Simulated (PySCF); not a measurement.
Cd(SMe)(SiH3) (CH6CdSSi), SMILES C[S][Cd][SiH3].

Geometry: B3LYP-D3(BJ)/def2-SVP. The structure was generated by enumeration; whether it is a known compound was not checked. The def2 effective core potentials stand for the cores of Cd; spin–orbit coupling is left out. The values are those of a single conformer.

These are C-PCM-PBE0/def2-SVP in PySCF values and carry that method's errors.

The values are the electrostatic part of the solvation free energy, E(continuum) − E(gas) at the gas-phase geometry, in a cavity of scaled van der Waals radii (PySCF's table); cavitation and dispersion terms are not included. A continuum can't describe solvent molecules that bind to the metal. In vacuum the orbital gap is 5.16 eV. The dipole moment in vacuum is 1.54 D.

```json
[
 {"solvent": "water", "ε": "78.36", "ΔG(elec) (kcal/mol)": "-10.4", "dipole (D)": "2.09", "gap (eV)": "5.88"},
 {"solvent": "1-octanol", "ε": "9.86", "ΔG(elec) (kcal/mol)": "-9.2", "dipole (D)": "2.03", "gap (eV)": "5.80"},
 {"solvent": "N,N-dimethylformamide", "ε": "37.22", "ΔG(elec) (kcal/mol)": "-10.2", "dipole (D)": "2.08", "gap (eV)": "5.87"}
]
```
